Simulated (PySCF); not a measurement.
C2H8OSi3, SMILES O[Si@H]1C=C[Si@@H]1[SiH3].

Geometry: B3LYP-D3(BJ)/def2-SVP. The structure was generated by enumeration; whether it is a known compound was not checked. The values are those of a single conformer.

Two levels are set side by side: TDA-PBE/def2-SVPD (PySCF) and TDA-CAM-B3LYP/def2-SVPD (PySCF). Vertical, same geometry. The lowest singlet is HOMO→LUMO 98 % with PBE and HOMO→LUMO 92 % with the other functional; states are paired by order. Differences are taken from unrounded values.

```json
[
 {"quantity": "lowest singlet excitation (eV)", "TDA-PBE": "4.23"},
 {"quantity": "lowest triplet excitation (TDA) (eV)", "TDA-PBE": "3.92"},
 {"quantity": "first bright state (f over 0.05) (eV)", "TDA-PBE": "5.57"},
 {"quantity": "its oscillator strength", "TDA-PBE": "0.11"}
]
```

**Question.** These are the TDA-PBE values. What does TDA-CAM-B3LYP give? (The exact figures need the calculation; the answer reports its results.)

**Answer.** 
```tsv
quantity	TDA-CAM-B3LYP	TDA-PBE minus TDA-CAM-B3LYP
lowest singlet excitation (eV)	5.18	-0.96
lowest triplet excitation (TDA) (eV)	4.10	-0.18
first bright state (f over 0.05) (eV)	6.21	-0.64
its oscillator strength	0.06	0.05
```

Functionals without exact exchange tend to place singlet excitations lower, as here. Differences between two approximate levels are no errors against the true value.

Rough cost on one machine, each run with all the roots and properties that it gave: TDA-CAM-B3LYP against TDA-PBE about 4 times.
